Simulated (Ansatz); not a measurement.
`O[PH][SbH2]` + H₂O → `OPO` + stibine at 700 K and 1 bar (formal hydrolysis of a P–Sb bond).

Program: Ansatz. Geometries: PBE0-D4/def2-TZVP. ΔE: electronic, gas phase. CCSD(T)/CBS adds triple-zeta CCSD(T) − MP2 to the extrapolated MP2 energy (def2 sets, frozen cores). This one scheme is used for every species. Elements past krypton have def2 core potentials. For Sb outer-core shells are correlated without core-valence functions, which leaves a few kJ/mol of doubt a bond. Each species was taken in one conformer, which may not be the lowest.

```json
{"species": "`O[PH][SbH2]`", "CCSD(T)/CBS energy (Eh)": "-658.52726", "H − E (kJ/mol)": "157.8", "S (J/(mol·K))": "410.5"}
{"species": "H₂O", "CCSD(T)/CBS energy (Eh)": "-76.37941", "H − E (kJ/mol)": "80.5", "S (J/(mol·K))": "218.4"}
{"species": "`OPO`", "CCSD(T)/CBS energy (Eh)": "-493.12147", "H − E (kJ/mol)": "147.6", "S (J/(mol·K))": "341.8"}
{"species": "`[SbH3]`", "CCSD(T)/CBS energy (Eh)": "-241.78682", "H − E (kJ/mol)": "81.5", "S (J/(mol·K))": "275.4"}
```

H − E and S are ideal-gas, rigid-rotor, harmonic terms from PBE0-D4/def2-TZVP, for one conformer and one mirror image of each species. 1 Eh = 2625.50 kJ/mol, R = 8.31446 J/(mol·K).

Q: By hand: ΔE, ΔH, ΔS and ΔG.

A: ΔE = (-493.12147) + (-241.78682) − (-658.52726) − (-76.37941) = -0.00162 Eh = -4.3 kJ/mol. Δ(H − E) = 147.6 + 81.5 − 157.8 − 80.5 = -9.2, so ΔH = -13.5 kJ/mol. ΔS = 341.8 + 275.4 − 410.5 − 218.4 = -11.7 J/(mol·K). ΔG = -13.5 − 700 × (-11.7)/1000 = -5.3 kJ/mol.

Q: By hand: the equilibrium constant, and the temperature at which ΔG would vanish if ΔH and ΔS stayed fixed.

A: log₁₀ K = −ΔG/(RT ln 10) = 0.4. ΔG = 0 at ΔH/ΔS = 1154 K, though so small a ΔS makes that figure unsure.

TΔS isn't small against ΔH here. The sign of ΔG lies within the doubt. A doubt of 5 kJ/mol in ΔE shifts log₁₀ K by 0.4 here. Other conformers and mirror images would add mixing entropy, several J/(mol·K) or more a flexible species. These are equilibria of isolated gas molecules and say nothing of rates. Largest T1 diagnostic: 0.014 (customary marks: 0.02 for closed shells, 0.045 for open ones).
